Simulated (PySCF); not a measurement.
niobium atom (Nb), sextet (core potentials on Nb). Base run: HF/def2-SVP (PySCF).

Input for PySCF:
```python
from pyscf import gto, scf

mol = gto.Mole()
mol.atom = '''
    Nb    0.00000000    0.00000000    0.00000000
'''
mol.basis = 'def2-svp'
mol.ecp = {'Nb': 'def2-svp'}
mol.spin = 5
mol.verbose = 4
mol.build()

mf = scf.UHF(mol)
mf.kernel()
mf.analyze()
```

Each row names what was changed in the base input (with any setting that the change needs).

```tsv
change	ΔE vs base (mEh)	SCF cycles	<S^2>	outcome
base	0.000	10	8.754	converged
init_guess = huckel	0.001	7	8.754	converged
conv_tol = 1e-7	0.000	8	8.754	converged
conv_tol = 1e-12	-	50	-	not converged
init_guess = 1e	64.531	12	8.753	another SCF solution
diis_space = 4	0.000	10	8.754	converged
diis_space = 12	0.000	10	8.754	converged
conv_tol = 1e-4	0.000	5	8.754	converged
conv_tol = 1e-6	0.000	6	8.754	converged
diis = off; damp = 0.6 (with mf.diis_start_cycle = 200; with mf.max_cycle = 150)	0.000	34	8.754	converged
level_shift = 1.0 (with mf.max_cycle = 100)	0.000	24	8.754	converged
DIIS = EDIIS	0.000	24	8.754	converged
conv_tol_grad = 1e-7	-	50	-	not converged
```

A guess, shift, damping, solver or small numerical setting can't move a converged solution much, so rows marked as another SCF solution ended in a different state.

Open shells are given as the SCF converged; they aren't shown to be the lowest states, and a large step between rows can be another state.
